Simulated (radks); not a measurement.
All-electron atom: Ca17+ in [He] 2s1. Method: Dirac Kohn-Sham, LB94 model potential, spin-unpolarised, spherical densities, finite nucleus; Fermi nuclear charge, rms radius 3.4776 fm; computed with a radial shooting solver on a logarithmic mesh with Libxc functionals.

Normalised radial functions P(r) = r R(r) (large component), r in bohr:

r,1s1/2,2s1/2
0.004897,0.7992,0.2696
0.00539,0.8702,0.2935
0.005934,0.9466,0.3191
0.006531,1.0286,0.3466
0.00719,1.1163,0.3759
0.007914,1.2099,0.4072
0.008711,1.3094,0.4403
0.009589,1.4148,0.4754
0.01056,1.5261,0.5121
0.01171,1.6529,0.5539
0.01289,1.7753,0.5938
0.01419,1.9023,0.6350
0.01562,2.0331,0.6769
0.0172,2.1667,0.7191
0.01893,2.3019,0.7610
0.02083,2.4370,0.8019
0.02293,2.5703,0.8408
0.02525,2.6996,0.8766
0.02779,2.8224,0.9082
0.03059,2.9360,0.9341
0.03367,3.0373,0.9526
0.03706,3.1231,0.9619
0.0408,3.1898,0.9600
0.04491,3.2342,0.9447
0.04943,3.2528,0.9138
0.05441,3.2425,0.8650
0.0599,3.2010,0.7963
0.06593,3.1262,0.7056
0.07258,3.0174,0.5915
0.07989,2.8749,0.4530
0.08794,2.7003,0.2899
0.0968,2.4967,0.1032
0.1066,2.2689,-0.1049
0.1173,2.0230,-0.3309
0.1291,1.7663,-0.5693
0.1421,1.5069,-0.8132
0.1564,1.2533,-1.0541
0.1722,1.0136,-1.2824
0.1895,0.7951,-1.4876
0.2086,0.6030,-1.6594
0.2297,0.4409,-1.7880
0.2548,0.3000,-1.8694
0.2805,0.2007,-1.8850
0.3088,0.1278,-1.8415
0.3399,0.0771,-1.7412
0.3741,0.0438,-1.5910
0.4118,0.0233,-1.4020
0.4533,0.0115,-1.1884
0.499,0.0053,-0.9661
0.5493,0.0022,-0.7506
0.6046,0.0008,-0.5552
0.6656,0.0003,-0.3893
0.7326,0.0001,-0.2574
0.8064,0.0000,-0.1597
0.8877,0.0000,-0.0924
0.9771,0.0000,-0.0495
1.076,0.0000,-0.0244

1s1/2: eigenvalue -4982.4 eV, 0 radial nodes, <r> = 0.0760 bohr, 90 % of the charge inside 0.135 bohr. 2s1/2: eigenvalue -1150.2 eV, 1 radial node at r = 0.102 bohr, <r> = 0.317 bohr, 90 % of the charge inside 0.485 bohr.
